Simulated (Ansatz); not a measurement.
Two isomers of CH7NSSi2: A = `C1N[SiH2]S[SiH2]1`, B = `[SiH3][SiH]1NCS1`.

Computed with Ansatz on PBE0-D4/def2-TZVP structures; ΔE is electronic, products minus reactants. CCSD(T)/CBS is the MP2 limit (def2-TZVPP, def2-QZVPP) plus CCSD(T) − MP2 in def2-TZVPP, frozen cores. DFT in def2-TZVPP. B3LYP here is the variant with VWN-RPA as its local correlation; programs differ in this.

Problem. Which isomer does CCSD(T)/CBS put lower? Give the gap. (An estimate is asked.)

Solution. The calculation gave: A, by 162.1 kJ/mol.

Problem. Give E(B) − E(A) in kJ/mol with ωB97M-V, B3LYP-D4, r2SCAN-D4, B3LYP, CCSD/def2-TZVPP, MP2/def2-TZVPP, PBE0-D4. (Best estimate.)

Solution. The calculation gave: ωB97M-V 165.2, B3LYP-D4 157.2, r2SCAN-D4 159.4, B3LYP 151.8, CCSD/def2-TZVPP 160.0, MP2/def2-TZVPP 169.5, PBE0-D4 153.9. None reverses the order clearly.

Largest T1 diagnostic: 0.012.

The D4 term adds +5.4 kJ/mol with B3LYP and +2.6 kJ/mol with PBE0; it sums over pairs of atoms, weighted by their polarisabilities, and B3LYP, whose exchange is more repulsive, gets the larger term. From PBE to PBE0 (25 % exact exchange), in def2-TZVPP and without D4, E(B) − E(A) moves by +9.9 kJ/mol.
